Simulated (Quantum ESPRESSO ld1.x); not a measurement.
Problem. Species: Ti II. Configuration: [Ar] 3d1.5 4s1.5 (fractional occupations, a model configuration). Calculated with ld1.x of Quantum ESPRESSO 7.5: non-relativistic Kohn-Sham, revPBE, spin-unpolarised, spherical densities, point nucleus. Some entries of the table are withheld. Estimate them.

| orbital | occ. | eigenvalue (hartree) | <r> (bohr) |
|---|---|---|---|
| 1s | 2 | -178.135 | 0.07016 |
| 2s | 2 | -19.8995 | (1) |
| 2p | 6 | (2) | (3) |
| 3s | 2 | (4) | 1.009 |
| 3p | 6 | -1.78871 | 1.078 |
| 3d | 1.5 | -0.50026 | 1.422 |
| 4s | 1.5 | -0.40360 | (5) |

Solution. 
(1) 2s <r> (bohr): 0.3274
(2) 2p eigenvalue (hartree): -16.6781
(3) 2p <r> (bohr): 0.2908
(4) 3s eigenvalue (hartree): -2.64072
(5) 4s <r> (bohr): 3.125
